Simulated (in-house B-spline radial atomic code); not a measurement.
# Binding energies in Br2+

NIST's tabulated ground configuration is [Ar] 3d10 4s2 4p3; each binding energy is the energy of the ion with one electron taken from that subshell, relaxed, less that of the parent. Computed with a radial B-spline atomic code at the basis-set limit: Dirac-Hartree-Fock, average of configuration, Fermi nucleus of rms radius 4.1629 fm. Energies include first-order Breit, QED and recoil terms.

| subshell | X-ray name | binding energy (eV) | -ε (eV) | relaxation (eV) |
| --- | --- | --- | --- | --- |
| 1s | K | 13508.7 | 13590.0 | 51.3 |
| 2s | L1 | 1823.1 | 1850.9 | 25.2 |
| 3s | M1 | 294.4 | 301.7 | 6.9 |
| 3d3/2 | M4 | 103.6 | 110.6 | 7.0 |
| 3d5/2 | M5 | 102.6 | 109.4 | 6.9 |
| 4s | N1 | 47.66 | 48.35 | 0.65 |
| 4p | N2,3 | 33.1 | 33.59 | 0.48 |

Relaxation = -ε minus the binding energy without Breit, QED and recoil terms.

Task: What does it cost to remove both a 3d5/2 and a 4p electron?

Result: 150.71 eV, which is 15 eV more than the two single binding energies together.

Task: What does it cost to remove both a 1s and a 3d5/2 electron?

Result: 13645 eV, which is 33.48 eV more than the two single binding energies together.

Task: What does it cost to remove two 1s electrons?

Result: 27534 eV, which is 516.4 eV more than the two single binding energies together.
